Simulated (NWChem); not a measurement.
ScNH$_{2}$Cl$_{2}$; SMILES [NH2][Sc]([Cl])[Cl]

```xyz
6

Sc    -0.3247     0.0027     0.0000
Cl     0.7012     2.0626     0.0000
Cl     0.6758    -2.0695     0.0000
N     -2.2633     0.0128     0.0000
H     -2.8701    -0.8171     0.0000
H     -2.8647     0.8466     0.0000
```
Atoms are numbered in this order, from 1.

Level: PBE-D3(BJ)/def2-SVP (NWChem), optimised geometry, unscaled harmonic frequencies. 

```
frequency (cm⁻¹)  IR intensity (km/mol)
----------------  ---------------------
63                                 26.0
90                                  6.2
116                                 0.7
346                                 0.0
360                                21.5
389                                 4.2
500                               166.2
516                               204.4
681                               125.1
1446                               30.7
3432                               47.1
3526                               14.8
```

```json
{
  "zero_point_energy": "16.4 kcal/mol",
  "thermal correction to the enthalpy at 298.15 K (with zero-point energy)": "21.2 kcal/mol",
  "heat capacity Cv": "19.9 cal/(mol K)",
  "entropy at 298.15 K and 1 atm (symmetry number 2)": "83.3 cal/(mol K)",
  "dipole_moment": "2.95 D"
}
```

Rigid rotor and harmonic oscillator; modes under 100 cm⁻¹ make the entropy uncertain.
